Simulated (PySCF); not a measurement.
# Si⁻ (silicon, charge -1) across methods

[Ne] 3s2 3p3, high-spin 4S determinant. Calculation: PySCF 2.14, in dyall-av2z (13s9p2d, 50 functions); the non-relativistic Hamiltonian (point nucleus).

```tsv
method	E (hartree)	mean ε 3s α (eV)	mean ε 3s β (eV)	mean ε 3p α (eV)	Σ⟨r²⟩ (bohr²)	⟨S²⟩
PW91	-289.4134	-5.061	-3.182	1.116	57.92	3.750
LDA	-288.2728	-5.130	-3.414	1.069	59.08	3.751
PBE	-289.2811	-5.038	-3.165	1.130	58.21	3.750
wB97X-V	-289.3639	-9.282	-6.334	-1.403	55.16	3.750
B3LYP	-289.4446	-6.254	-4.116	0.631	57.88	3.750
r2SCAN	-289.3996	-5.544	-3.016	0.945	56.21	3.750
BP86	-289.4568	-5.138	-3.395	1.055	58.49	3.750
PBE0	-289.3050	-6.599	-4.003	0.365	56.17	3.750
UHF	-288.88270	-10.920	-5.590	-1.691	55.13	3.751
```

The highest occupied level is positive at PW91, LDA, PBE, B3LYP, r2SCAN, BP86, PBE0: only the finite basis holds that electron, which in a density functional comes from self-interaction.
